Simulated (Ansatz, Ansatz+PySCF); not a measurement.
```yaml
atoms:
  - { symbol: C, position_ang: [0.4517, 0.0000, 0.0000] }
  - { symbol: H, position_ang: [1.0227, 0.5944, 0.5944] }
  - { symbol: H, position_ang: [1.0227, -0.5944, -0.5944] }
  - { symbol: F, position_ang: [-0.2642, 0.7129, -0.7129] }
  - { symbol: F, position_ang: [-0.2642, -0.7129, 0.7129] }
```

Basis set: def2-SVP (spherical functions). Frozen core: 3 orbitals. Charge 0, multiplicity 1.

Computed with Ansatz (development build ahead of 0.2.0); each method stands on the lowest determinant of its kind that the runs found. Restricted open shells among the atoms or ions are ROHF, correlated in semicanonical orbitals with singles.

The atomization energy at this shape (free ground-state atoms in the same class of orbitals less the molecule, no zero-point energy) of singlet CH2F2:

```json
{"method": "RHF-CCSD(T)", "atomization energy": "16.85 eV"}
{"method": "RHF-MP2", "atomization energy": "17.34 eV"}
{"method": "RHF", "atomization energy": "13.07 eV"}
```

(1) What does UHF give?

## Answers

(1) 12.77 eV. Caution: the shape is not the minimum.
